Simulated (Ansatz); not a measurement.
`C=CC` + `[Br][SnH3]` → `C=[CH][SnH2][Br]` + CH₄ at 298.15 K and 1 bar (formal exchange of groups at a C–C bond).

Computed with Ansatz on PBE0-D4/def2-TZVP structures; ΔE is electronic, products minus reactants. CCSD(T)/CBS adds triple-zeta CCSD(T) − MP2 to the extrapolated MP2 energy (def2 sets, frozen cores). This one scheme is used for every species. Elements past krypton have def2 core potentials. For Br, Sn outer-core shells are correlated without core-valence functions, which leaves a few kJ/mol of doubt a bond. Scalar relativity is left out up to krypton. Each species was taken in one conformer, which may not be the lowest.

| species | CCSD(T)/CBS energy (Eh) | H − E (kJ/mol) | S (J/(mol·K)) |
| --- | --- | --- | --- |
| `C=CC` | -117.74610 | 222.5 | 264.5 |
| `[Br][SnH3]` | -2789.16986 | 68.5 | 287.6 |
| `C=[CH][SnH2][Br]` | -2866.46631 | 168.0 | 358.0 |
| CH₄ | -40.46206 | 127.4 | 186.2 |

H − E and S are ideal-gas, rigid-rotor, harmonic terms from PBE0-D4/def2-TZVP, for one conformer and one mirror image of each species. 1 Eh = 2625.50 kJ/mol, R = 8.31446 J/(mol·K).

Q: By hand: ΔE, ΔH, ΔS and ΔG.

A: ΔE = (-2866.46631) + (-40.46206) − (-117.74610) − (-2789.16986) = -0.01241 Eh = -32.6 kJ/mol. Δ(H − E) = 168.0 + 127.4 − 222.5 − 68.5 = 4.4, so ΔH = -28.2 kJ/mol. ΔS = 358.0 + 186.2 − 264.5 − 287.6 = -7.9 J/(mol·K). ΔG = -28.2 − 298.15 × (-7.9)/1000 = -25.8 kJ/mol.

Q: By hand: the equilibrium constant, and the temperature at which ΔG would vanish if ΔH and ΔS stayed fixed.

A: log₁₀ K = −ΔG/(RT ln 10) = 4.5. ΔG = 0 at ΔH/ΔS = 3570 K, far beyond where these terms or the molecules hold.

The number of gas molecules stays the same, so ΔS is small and ΔH decides. A doubt of 5 kJ/mol in ΔE shifts log₁₀ K by 0.9 here. Other conformers and mirror images would add mixing entropy, several J/(mol·K) or more a flexible species. These are equilibria of isolated gas molecules and say nothing of rates. Largest T1 diagnostic: 0.011 (customary marks: 0.02 for closed shells, 0.045 for open ones).
